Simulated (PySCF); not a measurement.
## Excitation energy of Nb by level of theory

Nb [Kr] 4d4 5s1 (6D) → Nb [Kr] 4d3 5s1 6s1 (6F), as a difference of total energies. Calculation: PySCF 2.14, in aug-cc-pVDZ-PP with ECP28MDF; a scalar-relativistic core potential. Correlated levels: valence: 4s2 4p6 frozen. The calculations carry no spin-orbit coupling.

```csv
method,excitation energy (eV)
UHF,3.966
LDA,5.238
PBE,4.983
PBE0,4.859
r2SCAN,4.924
MN15,5.177
BHandHLYP,4.561
r2SCANh,4.896
BLYP,4.827
MP2 (valence),4.460
SCS-MP2 (valence),4.130
```

Problem. How much does correlation contribute at MP2 (valence)?

Solution. 4.460 − (3.966) = 0.494 eV, measured against UHF.

The promoted electron is Rydberg-like, and one or two diffuse shells describe it only roughly, which tends to raise the upper state.
